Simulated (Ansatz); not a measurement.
One change: `CN[CH2][AlH][NH2]` becomes `CNCO`.

Ansatz, PBE0-D4/def2-TZVP geometries, multiplicity 1. Each molecule was computed in one conformer, which needn't be the lowest.

| property | `CN[CH2][AlH][NH2]` |
| --- | --- |
| size of the dipole moment (ωB97M-V/def2-TZVPP) / D | 0.96 |
| HOMO–LUMO gap (ωB97M-V/def2-TZVPP) / eV | 9.86 |
| size of the dipole moment (B3LYP/def2-TZVPP) / D | 0.95 |
| HOMO energy (B3LYP/def2-TZVPP) / eV | -5.94 |
| HOMO–LUMO gap (B3LYP/def2-TZVPP) / eV | 5.55 |
| HOMO energy (PBE0/def2-TZVPP) / eV | -6.15 |

(1) Give the same properties after the change, and the shifts. (Estimate.)

Results:

(1) The calculation gave: 
```tsv
property	`CNCO`	shift
size of the dipole moment (ωB97M-V/def2-TZVPP) / D	1.64	0.68
HOMO–LUMO gap (ωB97M-V/def2-TZVPP) / eV	11.80	1.94
size of the dipole moment (B3LYP/def2-TZVPP) / D	1.64	0.69
HOMO energy (B3LYP/def2-TZVPP) / eV	-6.58	-0.64
HOMO–LUMO gap (B3LYP/def2-TZVPP) / eV	7.43	1.88
HOMO energy (PBE0/def2-TZVPP) / eV	-6.78	-0.63
```

With PBE0 the HOMO falls by 0.63 eV and the LUMO rises by 1.40 eV, so the gap widens by about 2.03 eV. PBE moves the HOMO by -0.56 eV and ωB97M-V by -0.69 eV. Dipoles are sizes alone; their direction can turn.

B3LYP here is the variant with VWN-RPA as its local correlation; programs differ in this.
